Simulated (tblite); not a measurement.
Compound: C4H7F3Si.
Geometry (GFN2-xTB, Å), atoms numbered from 1 in this order:
```xyz
15
C4H7F3Si angstrom
F      2.1656   -1.4718   -0.9045
C      1.6501   -0.3148   -0.4105
F      2.6470    0.2421    0.3317
C      0.4268   -0.5687    0.4359
C     -0.8279   -0.8177   -0.4272
C     -1.4933    0.5627   -0.3227
F     -1.2088    1.3232   -1.4503
Si    -0.3289    1.0553    1.1472
H      1.4629    0.3530   -1.2641
H      0.6613   -1.3854    1.1193
H     -0.6044   -1.0998   -1.4558
H     -1.4635   -1.5838    0.0112
H     -2.5824    0.5507   -0.2480
H     -0.9310    0.8771    2.4637
H      0.4220    2.2856    0.9521
```

Method: GFN2-xTB as coded in tblite; computed harmonic values from a numerical Hessian at the method's own geometry, unscaled. Against measured fundamentals such values can be off by several per cent, at times by over 20. Modes of hydrogen on silicon can be 10 to 20 % off. One conformer, not necessarily the lowest.

Harmonic wavenumbers (cm⁻¹): 44.1, 58.2, 140.6, 218.7, 263.9, 346.8, 387.3, 401.9, 470.1, 489.1, 511.3, 579.3, 606.1, 691.5, 727.4, 809.8, 820.7, 954.0, 998.5, 1016.9, 1038.8, 1058.4, 1100.3, 1110.5, 1154.6, 1174.8, 1229.6, 1271.8, 1275.3, 1287.4, 1329.4, 1461.9, 2317.4, 2356.3, 2902.5, 2950.9, 2984.2, 3004.9, 3025.1.

A = 2546, B = 1180, C = 1016 MHz; mass 140.027 u (most abundant isotopes); point group C1, symmetry number 1.

**Question.** Zero-point energy?

**Answer.** ½Σν̃ = 22285 cm⁻¹ = 266.59 kJ/mol.

**Question.** What is S at 350 K and 1 bar for an ideal gas of classical rigid rotors and harmonic oscillators?

**Answer.** Translation 173.82, rotation 123.52, vibration 119.37: S = 416.7 J/(mol K).

**Question.** And Cp and H(350 K) − H(0)?

**Answer.** Cp = 163.10 J/(mol K), of which vibrations give 129.84 (their classical limit is 39 R = 324.3); H(350 K) − H(0) = 33.74 kJ/mol without the zero-point energy, 22.10 from vibrations.

**Question.** How do the functions run with temperature in this model?

**Answer.** 
```json
{"T (K)": "100", "S (J/(mol K))": "285.1", "Cp (J/(mol K))": "66.5", "H − H(0) (kJ/mol)": "4.98", "G − H(0) (kJ/mol)": "-23.53", "ln q(vib)": "1.55"}
{"T (K)": "200", "S (J/(mol K))": "342.8", "Cp (J/(mol K))": "105.2", "H − H(0) (kJ/mol)": "13.53", "G − H(0) (kJ/mol)": "-55.03", "ln q(vib)": "3.57"}
{"T (K)": "300", "S (J/(mol K))": "393.0", "Cp (J/(mol K))": "144.7", "H − H(0) (kJ/mol)": "26.04", "G − H(0) (kJ/mol)": "-91.86", "ln q(vib)": "5.68"}
{"T (K)": "500", "S (J/(mol K))": "482.9", "Cp (J/(mol K))": "208.3", "H − H(0) (kJ/mol)": "61.79", "G − H(0) (kJ/mol)": "-179.67", "ln q(vib)": "10.03"}
{"T (K)": "800", "S (J/(mol K))": "594.1", "Cp (J/(mol K))": "263.3", "H − H(0) (kJ/mol)": "133.42", "G − H(0) (kJ/mol)": "-341.88", "ln q(vib)": "16.33"}
{"T (K)": "1000", "S (J/(mol K))": "655.4", "Cp (J/(mol K))": "285.6", "H − H(0) (kJ/mol)": "188.44", "G − H(0) (kJ/mol)": "-466.98", "ln q(vib)": "20.20"}
```

q(vib) and H(0) count from the zero-point level.

**Question.** What must be added to the electronic energy to get the Gibbs energy at 350 K and 1 bar?

**Answer.** ZPE + [H(350 K) − H(0)] − T·S = 266.59 + 33.74 − 145.85 = 154.48 kJ/mol.

**Question.** Which modes carry the vibrational entropy at 350 K?

**Answer.** 44.1 cm⁻¹: 22.52; 58.2 cm⁻¹: 20.23; 140.6 cm⁻¹: 12.99; 218.7 cm⁻¹: 9.47; 263.9 cm⁻¹: 8.03; 346.8 cm⁻¹: 6.04 J/(mol K); the other 33 give 40.08 together.

**Question.** Blend soft modes into free rotors: weight 1/[1 + (100 cm⁻¹/ν̃)⁴] for the oscillator and the rest for a rotor with moment μB/(μ + B), μ = h/(8π²ν), B = 10⁻⁴⁴ kg m². What vibrational entropy results?

**Answer.** 107.96 J/(mol K) in place of 119.37, which changes −T·S at 350 K by +3.99 kJ/mol.

Hindered rotation and anharmonicity are outside this model. Other conformers, if any are populated, would add a mixing term that is left out. The structure is chiral; the term R ln 2 for an equal mix with its mirror image is left out.
